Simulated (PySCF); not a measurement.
Working with the constants of TiCl⁺

UHF-CCSD(T) constants of TiCl⁺, triplet, unpaired electrons π ↑, δ ↑ (PySCF, no relativity, basis sets Ti def2-TZVPPD, Cl def2-TZVPPD; masses 47.9479 and 34.9689 u):

| Item | Value |
| --- | --- |
| ωe | 478.3 cm⁻¹ |
| ωexe | 1.3 cm⁻¹ |
| Be | 0.17235 cm⁻¹ |
| αe | 0.000707 cm⁻¹ |
| D (centrifugal) | 8.95e-08 cm⁻¹ |
| De to Ti⁺ (3d2 4s1) + Cl | 3.97 eV |

(1) Give the vibrational terms G(v) and spacings up to v = 6.

(2) How well does the Morse estimate ωe²/(4ωexe) reproduce De, and what is D0?

Correlated steps freeze 10 core orbitals. For an ion De counts to the pair picked by the measured ionisation energies or electron affinities, which need not be the lowest pair at this level. With d or f electrons several states lie close, and the lowest PBE0 determinant need not be the measured ground state.

Results:

(1) G(v) = ωe(v+½) − ωexe(v+½)².

| v | G(v) (cm⁻¹) | G(v) − G(v−1) | Bv (cm⁻¹) |
| --- | --- | --- | --- |
| 0 | 238.8 |  | 0.1720 |
| 1 | 714.5 | 475.7 | 0.1713 |
| 2 | 1187.6 | 473.1 | 0.1706 |
| 3 | 1658.1 | 470.5 | 0.1699 |
| 4 | 2126.0 | 467.9 | 0.1692 |
| 5 | 2591.3 | 465.3 | 0.1685 |
| 6 | 3054.0 | 462.7 | 0.1678 |

(2) It gives 5.45 eV, 137 % of the computed De. D0 = De − G(0) = 3.97 − 0.03 = 3.94 eV.
